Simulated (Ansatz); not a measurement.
The same path of CH₈BFSi₂ (13 atoms, charge 0, multiplicity 1) was run twice with different band settings. The coordinate that changes most is the dihedral H7–B1–C2–Si4.

These are results of RKS B3LYP/def2-SVP in Ansatz 0.2.0, not measurements.

Relaxed end points:

```xyz
13
Properties=species:S:1:pos:R:3
B -0.432 1.122 -1.203
C 0.388 0.180 -0.319
F 1.775 0.136 -0.646
Si 0.314 0.758 1.516
Si -0.241 -1.630 -0.514
H -1.616 1.221 -0.996
H 0.084 1.754 -2.089
H 1.183 -0.139 2.326
H -1.088 0.694 2.014
H 0.824 2.154 1.616
H -0.148 -2.034 -1.944
H -1.653 -1.731 -0.050
H 0.628 -2.520 0.304
```

```xyz
13
Properties=species:S:1:pos:R:3
B -0.427 1.127 -1.203
C 0.387 0.178 -0.323
F 1.775 0.131 -0.648
Si 0.312 0.756 1.514
Si -0.244 -1.632 -0.512
H 0.095 1.763 -2.081
H -1.612 1.230 -0.997
H 1.195 -0.131 2.319
H -1.088 0.677 2.016
H 0.806 2.157 1.611
H -0.147 -2.041 -1.941
H -1.656 -1.730 -0.050
H 0.624 -2.519 0.310
```

Common settings: spring 5.0 eV/Å²; optimiser quadratic models (default); start path through a guess of the saddle point; force threshold 0.05 eV/Å; iteration limit 60; end points relaxed.

| run | movable images | climbing image |
| --- | --- | --- |
| 1 | 7 | yes |
| 2 | 1 | no |

(1) What does each run give, and how far can it be trusted?

Results:

(1) Run 1: converged after 17 iterations, highest image 0.540 eV above the first end. A vibrational analysis at the climbing image gives one clearly imaginary mode, 184i cm⁻¹: a first-order saddle point.
Run 2: converged after 12 iterations, highest image 0.537 eV above the first end. The dihedral H7–B1–C2–Si4 jumps by 105° between images 1 and 2, so the path isn't resolved there. No image climbed, so the highest image needn't sit at the top of the path. So few images can step over the top or miss a turn of the path.
